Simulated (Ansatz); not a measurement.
Start from `CC[Se][SiH3]` and change one atom or group to get `CC[Se][SiH2]C`.

Ansatz, PBE0-D4/def2-TZVP geometries, multiplicity 1. Each molecule was computed in one conformer, which needn't be the lowest.

Scalar relativity is left out up to krypton.

| property | `CC[Se][SiH3]` |
| --- | --- |
| HOMO–LUMO gap (B3LYP/def2-TZVPP) / eV | 6.02 |
| HOMO–LUMO gap (ωB97M-V/def2-TZVPP) / eV | 10.37 |
| LUMO energy (B3LYP/def2-TZVPP) / eV | -0.31 |
| LUMO energy (PBE0/def2-TZVPP) / eV | -0.09 |
| HOMO energy (PBE0/def2-TZVPP) / eV | -6.56 |
| size of the dipole moment (ωB97M-V/def2-TZVPP) / D | 1.50 |

**Question.** Give the same properties after the change, and the shifts. (Estimate.)

**Answer.** The calculation gave: 
```
                                          property  `CC[Se][SiH2]C`  shift
             HOMO–LUMO gap (B3LYP/def2-TZVPP) / eV             5.90  -0.12
           HOMO–LUMO gap (ωB97M-V/def2-TZVPP) / eV            10.21  -0.16
               LUMO energy (B3LYP/def2-TZVPP) / eV            -0.29   0.02
                LUMO energy (PBE0/def2-TZVPP) / eV            -0.07   0.02
                HOMO energy (PBE0/def2-TZVPP) / eV            -6.42   0.14
size of the dipole moment (ωB97M-V/def2-TZVPP) / D             0.93  -0.57
```

Dipoles are sizes alone; their direction can turn.

B3LYP here is the variant with VWN-RPA as its local correlation; programs differ in this.

Spin–orbit coupling is left out; it splits and shifts lone-pair levels of the heavy atoms by tenths of an eV.
